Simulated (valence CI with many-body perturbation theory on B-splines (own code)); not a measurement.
**Level structure of Re⁶⁰⁺**

Calculated by relativistic CI+MBPT: five valence electrons over a frozen Dirac-Fock core [Ne], radial functions for each j: 9 s, 9 p, 8 d, 6 f, 3 g, 1 h, with the one-electron correlation potential Σ1, the two-electron term Σ2, the three-electron term Σ3, Breit, model QED; selected CI, second order for the rest (own B-spline code, finite nucleus).

No measured spectrum was set against this ion. As an estimate, large intervals hold to a few tenths of a per cent, small ones and those within an open d or f shell to about a per cent. Among the levels kept, up to 600 cm⁻¹ of a level comes from second order outside the variational space, and about a tenth of that is noise between levels of different J, which matters for small intervals.

Levels 1 to 45 of 52, with energies above the lowest level, (3s^2 3p1/2^2 3p3/2) J=3/2. "Leading %" is the weight of the configuration and term that name the level; weights of strongly mixed levels are sums over their largest components and can fall short. In the jj column 3d3/2^4 stands for four electrons in 3d with j = 3/2.

```csv
No.,Configuration,Term,J,E (× 10³ cm⁻¹),Leading %,Leading jj,Second component
1,3s2 3p3,2P°,3/2,0.00,48,3s^2 3p1/2^2 3p3/2 (99 %),27 % 3s2 3p3 2D°
2,3s2 3p2 3d,2D,3/2,1884.6,41,3s^2 3p1/2^2 3d3/2 (99 %),34 % 3s2 3p2 3d 4F
3,3s2 3p2 3d,2D,5/2,2691.0,33,3s^2 3p1/2^2 3d5/2 (98 %),20 % 3s2 3p2 3d 4D
4,3s2 3p3,4S°,3/2,2942.0,55,3s^2 3p1/2 3p3/2^2 (99 %),44 % 3s2 3p3 2D°
5,3s2 3p3,2D°,5/2,3038.5,99,3s^2 3p1/2 3p3/2^2 (99 %),
6,3s2 3p3,2P°,1/2,3164.6,99,3s^2 3p1/2 3p3/2^2 (99 %),
7,3s 3p4,4P,5/2,4379.4,66,3s 3p1/2^2 3p3/2^2 (93 %),27 % 3s 3p4 2D
8,3s 3p4,2P,3/2,4622.1,33,3s 3p1/2^2 3p3/2^2 (67 %),24 % 3s 3p4 2D
9,3s 3p4,2S,1/2,4639.5,54,3s 3p1/2^2 3p3/2^2 (84 %),24 % 3s 3p4 4P
10,3s2 3p2 3d,4F,5/2,4805.0,47,3s^2 3p1/2 3p3/2 3d3/2 (98 %),45 % 3s2 3p2 3d 2F
11,3s2 3p2 3d,4D,1/2,4832.3,80,3s^2 3p1/2 3p3/2 3d3/2 (99 %),13 % 3s2 3p2 3d 2P
12,3s2 3p2 3d,4F,3/2,4834.7,32,3s^2 3p1/2 3p3/2 3d3/2 (91 %),28 % 3s2 3p2 3d 4D
13,3s2 3p2 3d,2G,7/2,4905.9,53,3s^2 3p1/2 3p3/2 3d3/2 (98 %),26 % 3s2 3p2 3d 2F
14,3s2 3p2 3d,2D,5/2,5150.2,36,3s^2 3p1/2 3p3/2 3d3/2 (94 %),24 % 3s2 3p2 3d 2F
15,3s2 3p2 3d,2P,1/2,5235.2,38,3s^2 3p1/2 3p3/2 3d3/2 (87 %),30 % 3s2 3p2 3d 4P
16,3s2 3p2 3d,2D,3/2,5241.8,26,3s^2 3p1/2 3p3/2 3d3/2 (76 %),22 % 3s2 3p2 3d 4P
17,3s2 3p2 3d,4D,7/2,5505.0,47,3s^2 3p1/2 3p3/2 3d5/2 (100 %),37 % 3s2 3p2 3d 4F
18,3s2 3p2 3d,2P,3/2,5608.8,45,3s^2 3p1/2 3p3/2 3d5/2 (97 %),23 % 3s2 3p2 3d 4P
19,3s2 3p2 3d,2G,9/2,5611.0,63,3s^2 3p1/2 3p3/2 3d5/2 (99 %),37 % 3s2 3p2 3d 4F
20,3s2 3p2 3d,2F,5/2,5637.5,37,3s^2 3p1/2 3p3/2 3d5/2 (97 %),25 % 3s2 3p2 3d 2D
21,3s2 3p2 3d,2D,5/2,5801.4,41,3s^2 3p1/2 3p3/2 3d5/2 (95 %),36 % 3s2 3p2 3d 4P
22,3s2 3p2 3d,2F,7/2,5813.0,63,3s^2 3p1/2 3p3/2 3d5/2 (97 %),17 % 3s2 3p2 3d 4F
23,3s2 3p2 3d,2D,3/2,5884.1,60,3s^2 3p1/2 3p3/2 3d5/2 (98 %),22 % 3s2 3p2 3d 2P
24,3s2 3p2 3d,2P,1/2,5915.6,54,3s^2 3p1/2 3p3/2 3d5/2 (96 %),36 % 3s2 3p2 3d 2S
25,3s2 3p3,2P°,3/2,6121.4,50,3s^2 3p3/2^3 (98 %),28 % 3s2 3p3 2D°
26,3s 3p3 3d,4D°,5/2,6229.3,29,3s 3p1/2^2 3p3/2 3d3/2 (96 %),19 % 3s 3p3 3d 6D°
27,3s 3p3 3d,4D°,3/2,6246.9,27,3s 3p1/2^2 3p3/2 3d3/2 (96 %),22 % 3s 3p3 3d 6D°
28,3s 3p3 3d,4P°,1/2,6265.5,46,3s 3p1/2^2 3p3/2 3d3/2 (97 %),28 % 3s 3p3 3d 6D°
29,3s 3p3 3d,4F°,7/2,6317.2,23,3s 3p1/2^2 3p3/2 3d3/2 (94 %),17 % 3s 3p3 3d 2F°
30,3s 3p3 3d,2D°,3/2,6467.7,28,3s 3p1/2^2 3p3/2 3d3/2 (83 %),11 % 3s 3p3 3d 4F°
31,3s 3p3 3d,2F°,5/2,6556.4,21,3s 3p1/2^2 3p3/2 3d3/2 (77 %),20 % 3s 3p3 3d 4G°
32,3s 3p3 3d,4D°,1/2,6593.6,42,3s 3p1/2^2 3p3/2 3d3/2 (87 %),25 % 3s 3p3 3d 2P°
33,3s2 3p 3d2,4G°,5/2,6806.9,41,3s^2 3p1/2 3d3/2^2 (77 %),28 % 3s2 3p 3d2 2F°
34,3s 3p3 3d,4F°,9/2,6932.6,49,3s 3p1/2^2 3p3/2 3d5/2 (98 %),29 % 3s 3p3 3d 6D°
35,3s 3p3 3d,4D°,5/2,7071.0,30,3s 3p1/2^2 3p3/2 3d5/2 (96 %),20 % 3s 3p3 3d 4P°
36,3s 3p3 3d,4D°,7/2,7132.1,31,3s 3p1/2^2 3p3/2 3d5/2 (91 %),23 % 3s 3p3 3d 2F°
37,3s 3p3 3d,2D°,3/2,7138.4,16,3s 3p1/2^2 3p3/2 3d5/2 (69 %),14 % 3s 3p3 3d 4D°
38,3s2 3p 3d2,2P°,1/2,7153.5,39,3s^2 3p1/2 3d3/2^2 (87 %),36 % 3s2 3p 3d2 4D°
39,3s2 3p 3d2,4F°,3/2,7201.0,25,3s^2 3p1/2 3d3/2^2 (58 %),22 % 3s2 3p 3d2 2D°
40,3s 3p3 3d,2F°,7/2,7271.8,28,3s 3p1/2^2 3p3/2 3d5/2 (88 %),16 % 3s 3p3 3d 4D°
41,3s 3p3 3d,2P°,1/2,7346.1,47,3s 3p1/2^2 3p3/2 3d5/2 (96 %),34 % 3s 3p3 3d 4D°
42,3s 3p3 3d,2F°,5/2,7386.7,20,3s 3p1/2^2 3p3/2 3d5/2 (79 %),17 % 3s 3p3 3d 2D°
43,3s 3p3 3d,2P°,3/2,7403.9,26,3s 3p1/2^2 3p3/2 3d5/2 (84 %),18 % 3s 3p3 3d 4D°
44,3s 3p4,4P,3/2,7408.2,70,3s 3p1/2 3p3/2^3 (87 %),16 % 3s 3p4 2D
45,3s2 3p 3d2,4G°,7/2,7521.9,54,3s^2 3p1/2 3d3/2 3d5/2 (96 %),14 % 3s2 3p 3d2 2G°
```

The ionisation energy to 3s2 3p2 3P_0 of the next ion comes out as 6303.3 eV (NIST: 6300 ± 10 eV (theoretical)). All 52 levels together are meant to be complete up to 7857.5 × 10³ cm⁻¹.
